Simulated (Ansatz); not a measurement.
Consider the formal exchange of groups at the Si–F bond: `O=CO[SiH2]F` + SiH₄ → `O=CO[SiH2][SiH3]` + H–F.

Isolated molecules relaxed with PBE0-D4/def2-TZVP in Ansatz; ΔE leaves out vibrations. CBS: MP2 limit from def2 TZ/QZ plus the TZ coupled-cluster correction, frozen cores. This one scheme is used for every species. DFT in def2-TZVPP. B3LYP here is the variant with VWN-RPA as its local correlation; programs differ in this. HSE06 is defined as in plane-wave codes. One conformer a species, not always the lowest.

```csv
level,ΔE (kJ/mol)
BLYP-D4,141.6
B97M-V,147.4
B3LYP-D4,146.2
r2SCANh-D4,144.2
HSE06-D4,127.2
BHLYP-D4,155.7
PBE,127.3
CAM-B3LYP,161.8
```

Problem. What does CCSD(T)/CBS give? (Estimate.)

Solution. Computed: +143.8 kJ/mol. The listed levels differ from it by -2.2, 3.6, 2.4, 0.4, -16.6, 11.9, -16.5, 18.0 kJ/mol.

Problem. What do rigid-rotor, harmonic-oscillator terms from PBE0-D4/def2-TZVP frequencies (298.15 K, 1 bar) make of the CCSD(T)/CBS value? (An estimate is asked.)

Solution. The calculation gave: ΔZPE = +0.3 kJ/mol, ΔH = +147.1 kJ/mol, ΔS = 7 J/(mol·K), ΔG = +145.1 kJ/mol.

Largest T1 diagnostic among the species: 0.016.

In def2-TZVPP, CCSD(T) changes the Hartree–Fock value by −34.6 kJ/mol (the triples alone add −5.0 kJ/mol) and MP2 by −29.7 kJ/mol. The D4 term adds −10.3 kJ/mol with B3LYP and −5.8 kJ/mol with PBE0; it sums over pairs of atoms, weighted by their polarisabilities, and B3LYP, whose exchange is more repulsive, gets the larger term. From PBE to PBE0 (25 % exact exchange), in def2-TZVPP and without D4, ΔE moves by +6.0 kJ/mol.
